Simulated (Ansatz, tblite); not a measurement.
Removing and adding an electron: In₉P₁₀H₂₈⁺, a nanocrystal cut from zinc blende InP (hydrogen-capped). Total charge 1; singlet. Geometry: PBE-D4/def2-SVP. Ansatz, gas phase; energy differences of separate SCF runs; the oxidised species was run as a doublet alone; the reduced species was run as a doublet alone.

```
atom   x (Å)   y (Å)   z (Å)
  P1  -3.558  -2.256  -0.931
  P2  -2.825  -1.024   3.095
  P3  -0.530  -2.261  -3.636
  P4   0.236  -1.014   0.265
  P5   3.391  -1.037  -2.458
  P6   0.231   1.817  -2.650
  P7   4.090   0.133   1.368
  P8  -2.658   1.822  -0.072
  P9   0.895   2.927   1.001
 P10   0.904   0.130   4.218
In11  -3.002  -3.284  -3.355
In12  -2.284  -0.577   0.591
In13  -1.410  -0.643   5.352
In14  -2.416   1.790  -2.708
In15   0.844  -0.582  -2.203
In16   1.566   0.621   1.752
In17   5.477  -0.644  -0.804
In18   2.085   3.188  -1.349
In19  -1.575   3.190   1.919
 H20  -4.855  -1.653  -1.015
 H21  -3.919  -3.338  -0.064
 H22  -3.352  -2.356   3.124
 H23  -4.070  -0.335   3.256
 H24   0.371  -3.345  -3.895
 H25  -0.466  -1.661  -4.935
 H26   0.550  -2.365   0.620
 H27   3.476  -2.372  -2.969
 H28   3.692  -0.357  -3.683
 H29   0.635   1.858  -4.028
 H30   4.471  -0.710   2.462
 H31   4.701   1.336   1.847
 H32  -4.073   1.864   0.174
 H33   1.715   3.667   1.919
 H34   1.947  -0.717   4.715
 H35   1.317   1.331   4.880
 H36  -2.698  -4.949  -3.012
 H37  -3.970  -2.365  -4.440
 H38  -1.069  -2.253   5.873
 H39  -2.060   0.800   6.024
 H40  -2.765   0.110  -3.096
 H41  -3.030   3.244  -3.400
 H42   6.214   0.799  -1.379
 H43   5.961  -2.252  -0.401
 H44   3.399   2.023  -1.233
 H45   2.102   4.837  -1.853
 H46  -1.609   2.023   3.236
 H47  -2.075   4.839   1.881
```

In the def2 sets In takes a core potential; there is no spin–orbit coupling. The xTB rows come from tblite. Single mean-field runs in def2-SVP are fitted with def2-universal-jkfit.

```
              level  −HOMO (eV)  vertical IE (eV)  −LUMO (eV)  vertical EA (eV)  HOMO–LUMO gap (eV)  IE − EA (eV)
           GFN1-xTB       11.94             13.26        8.93              7.70                3.01          5.56
           GFN2-xTB       13.06             14.36       10.34              9.09                2.72          5.27
r2SCANh-D4/def2-SVP        9.04             10.32        4.63              3.53                4.40          6.79
   PBE0-D4/def2-SVP        9.42             10.49        4.35              3.49                5.07          7.00
```

Relaxing the oxidised species (PBE-D4/def2-SVP) changes its energy by -0.64 eV at PBE0-D4/def2-SVP, so the adiabatic ionisation energy to this nearest minimum is 9.85 eV.  Run but left out: PBE-D4/def2-SVP (charge +2 doublet: an occupied level 0.03 eV above an empty one); PBE-D4/def2-SVP (neutral doublet: an occupied level 0.05 eV above an empty one).   Raw xTB energy differences between charge states are shifted by several eV; the methods need an empirical correction for them.
